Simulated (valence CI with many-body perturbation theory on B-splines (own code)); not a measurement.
E1 line list for Se²¹⁺

Level of theory: relativistic CI+MBPT: three valence electrons over a frozen Dirac-Fock core [Ne], a basis of 11 s, 11 p, 9 d, 7 f, 5 g, 2 h, 1 i functions for each j, with the one-electron correlation potential Σ1 (screened to all orders), the two-electron term Σ2, the three-electron term Σ3, Breit, model QED; selected single and double excitations, second order for the rest (own B-spline code, finite nucleus).

No measured spectrum was set against this ion. As an estimate, levels of excited configurations hold to 0.05 to 0.15 % of their energy, terms of the ground configuration to about 0.5 %.

Lines 101 to 150 of 276 in falling wavelength, among levels below 1806100 cm⁻¹, chosen from the strongest by gf and those to the six lowest levels. Wavelengths and rates use the calculated energies, so an error of 500 cm⁻¹ moves a line at 17.42 nm by 0.087 % and its rate by three times that or more. Electric multipoles are in the length gauge, E1 and E2 with the static RPA response of the core. Weak lines are less certain than strong ones. Lines between different terms over intervals too small for the method are left out, as are lines whose strength nearly cancels. The highest levels of a list are the least certain.

Names give the largest LS component (configuration and term), which can be under half, so a name can repeat, a term be missing and a line seem to break the LS rules; names also repeat where a configuration has a term twice. Letters in brackets count levels of one name in rising energy.

```csv
λ vac (nm),Upper,Lower,A (s⁻¹),S (a.u.) with core polarisation,S without
17.42,3p³ ²D°_3/2,3s3p² ⁴P_1/2,4.03e+09,4.20e-02,4.33e-02
17.30,3p²3d ⁴D_3/2,3s3p3d ⁴F°_5/2,1.21e+10,1.24e-01,1.27e-01
17.28,3p³ ⁴S°_3/2,3s3p² ⁴P_3/2,1.93e+10,1.97e-01,2.03e-01
17.26,3p²3d ⁴D_5/2,3s3p3d ⁴F°_5/2,1.21e+10,1.84e-01,1.89e-01
17.20,3p²3d ²G_9/2,3s3p3d ⁴F°_9/2,8.64e+09,2.17e-01,2.24e-01
17.15,3p²3d ²P_3/2 [b],3s3p3d ²F°_5/2 [b],7.67e+09,7.64e-02,7.87e-02
17.13,3p²3d ⁴P_1/2,3s3p3d ⁴D°_1/2,1.23e+10,6.09e-02,6.27e-02
17.05,3p²3d ²F_5/2 [b],3s3p3d ²D°_3/2,1.59e+10,2.33e-01,2.40e-01
17.05,3p³ ²P°_3/2,3s3p² ²D_3/2,3.59e+08,3.51e-03,3.62e-03
17.03,3p²3d ²F_5/2 [b],3s3p3d ²F°_5/2 [a],3.38e+09,4.95e-02,5.10e-02
16.97,3s3p3d ²P°_3/2 [b],3s²3d ²D_5/2,2.69e+10,2.59e-01,2.67e-01
16.96,3p²3d ²G_7/2,3s3p3d ⁴F°_7/2,3.40e+09,6.55e-02,6.74e-02
16.91,3s3p3d ²P°_1/2 [b],3s²3d ²D_3/2,4.54e+10,2.17e-01,2.24e-01
16.89,3s3p² ²S_1/2,3s²3p ²P°_3/2,4.34e+10,2.07e-01,2.13e-01
16.88,3s3p² ²P_1/2,3s²3p ²P°_1/2,5.37e+10,2.55e-01,2.63e-01
16.86,3s3p3d ⁴F°_3/2,3s3p² ⁴P_5/2,3.50e+06,3.31e-05,3.45e-05
16.86,3p²3d ⁴D_3/2,3s3p3d ⁴F°_3/2,7.03e+09,6.65e-02,6.85e-02
16.85,3s3p3d ⁴P°_5/2,3s3p² ²D_3/2,2.49e+08,3.53e-03,3.64e-03
16.80,3s3p3d ²D°_5/2,3s²3d ²D_5/2,4.01e+10,5.63e-01,5.80e-01
16.78,3p²3d ²F_7/2 [b],3s3p3d ²F°_5/2 [b],5.52e+09,1.03e-01,1.06e-01
16.75,3s3p3d ²P°_3/2 [c],3s²3d ²D_5/2,2.70e+10,2.50e-01,2.58e-01
16.71,3p²3d ⁴D_7/2,3s3p3d ⁴F°_7/2,4.29e+09,7.90e-02,8.15e-02
16.69,3s3p3d ²P°_3/2 [b],3s²3d ²D_3/2,1.10e+10,1.01e-01,1.04e-01
16.66,3s3p3d ⁴D°_3/2,3s3p² ²D_3/2,3.41e+09,3.11e-02,3.20e-02
16.65,3s3p3d ⁴D°_1/2,3s3p² ²D_3/2,2.43e+07,1.11e-04,1.15e-04
16.57,3s3p² ²P_3/2,3s²3p ²P°_3/2,6.07e+10,5.45e-01,5.62e-01
16.56,3p²3d ²F_7/2 [a],3p³ ²D°_5/2,6.57e+09,1.18e-01,1.21e-01
16.56,3p²3d ²D_5/2 [b],3s3p3d ²F°_5/2 [b],5.22e+09,7.02e-02,7.23e-02
16.49,3p²3d ²P_3/2 [b],3s3p3d ²D°_3/2,1.08e+10,9.57e-02,9.85e-02
16.48,3s3p3d ²P°_3/2 [c],3s²3d ²D_3/2,3.52e+10,3.11e-01,3.20e-01
16.43,3s3p3d ⁴F°_5/2,3s3p² ⁴P_5/2,1.08e+09,1.42e-02,1.46e-02
16.43,3s3p3d ²P°_3/2 [a],3s3p² ²P_3/2,1.20e+10,1.05e-01,1.08e-01
16.30,3p²3d ²P_3/2 [a],3p³ ²D°_5/2,1.75e+10,1.49e-01,1.54e-01
16.26,3p²3d ²D_5/2 [a],3p³ ²P°_3/2,1.36e+10,1.73e-01,1.78e-01
16.23,3p³ ⁴S°_3/2,3s3p² ⁴P_1/2,1.03e+10,8.68e-02,8.95e-02
16.13,3p²3d ²F_7/2 [b],3s3p3d ²F°_5/2 [a],1.24e+10,2.05e-01,2.11e-01
16.04,3s3p3d ⁴F°_3/2,3s3p² ⁴P_3/2,1.28e+09,1.04e-02,1.07e-02
16.03,3s3p3d ⁴D°_7/2,3s3p² ²D_5/2,3.43e+09,5.57e-02,5.73e-02
15.83,3s3p3d ⁴F°_7/2,3s3p² ⁴P_5/2,2.91e+09,4.55e-02,4.68e-02
15.72,3p²3d ²F_7/2 [b],3s3p3d ⁴D°_5/2,3.89e+09,5.96e-02,6.14e-02
15.66,3s3p3d ⁴F°_5/2,3s3p² ⁴P_3/2,1.27e+09,1.44e-02,1.48e-02
15.61,3s3p3d ²F°_5/2 [a],3s3p² ²D_5/2,1.97e+10,2.21e-01,2.28e-01
15.56,3p²3d ⁴P_3/2 [b],3p³ ²P°_1/2,8.09e+09,6.01e-02,6.19e-02
15.53,3p²3d ²D_5/2 [b],3s3p3d ⁴D°_5/2,4.47e+09,4.96e-02,5.10e-02
15.50,3s3p3d ⁴D°_5/2,3s3p² ²D_3/2,2.82e+09,3.11e-02,3.20e-02
15.47,3p²3d ²P_3/2 [a],3p³ ²D°_3/2,6.19e+09,4.53e-02,4.66e-02
15.44,3s3p3d ⁴P°_3/2,3s3p² ²D_3/2,2.60e+09,1.89e-02,1.95e-02
15.44,3s3p3d ⁴P°_1/2,3s3p² ²D_3/2,3.35e+08,1.22e-03,1.25e-03
15.38,3s3p3d ²F°_5/2 [c],3s3p² ²P_3/2,6.22e+09,6.70e-02,6.90e-02
15.20,3s3p3d ²P°_1/2 [a],3s3p² ²S_1/2,5.34e+10,1.85e-01,1.90e-01
```
